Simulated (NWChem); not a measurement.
Molecule: C$_{2}$H$_{5}$N$_{3}$Si; SMILES N1C=N[Si@@H](N)C=1

```xyz
11

N     -0.1473     2.1443    -0.5262
Si     0.0410     0.7213     0.4236
C     -1.2831    -0.6253     0.1069
N     -0.7048    -1.7329    -0.2030
C      0.7555    -1.5448    -0.2249
N      1.3344    -0.4387     0.0258
H      0.4020     2.9657    -0.3013
H     -0.2943     2.0735    -1.5264
H      0.1803     1.1452     1.8370
H     -2.3720    -0.6137     0.1702
H      1.2999    -2.4577    -0.4783
```
Atoms are numbered in this order, from 1.

All runs: NWChem. Geometry: optimised at B3LYP/6-31G* (spherical d). Hybrids' shares of exact exchange are those that their runs print; pure functionals count as 0. The functionals differ in more than this share.

| row | share of exact exchange | highest occupied level (eV) |
|---|---|---|
| PBE/def2-TZVP | 0.00 | -5.87 |
| LDA (Slater exchange, VWN5)/def2-TZVP | 0.00 | -6.02 |
| TPSSh/def2-TZVP | 0.10 | withheld |
| B3LYP/def2-TZVP | 0.20 | -7.10 |
| PBE0/def2-TZVP | 0.25 | -7.33 |

Fit a straight line of the last column on the one before it, predict the withheld value, and compare with the run.


1. Means of the 4 shown rows: x = 0.113, y = -6.580. Slope Σ(x − x̄)(y − ȳ)/Σ(x − x̄)² = -0.2915/0.05188 = -5.619; intercept -5.948.
2. The shown rows scatter about the line by 0.056 (root mean square); the largest residual is +0.08, at PBE/def2-TZVP.
3. At x = 0.10 (TPSSh/def2-TZVP; inside the shown range) the line gives -6.51.
4. The run gives -6.51, 0.00 from the line, 0.0 times the scatter.
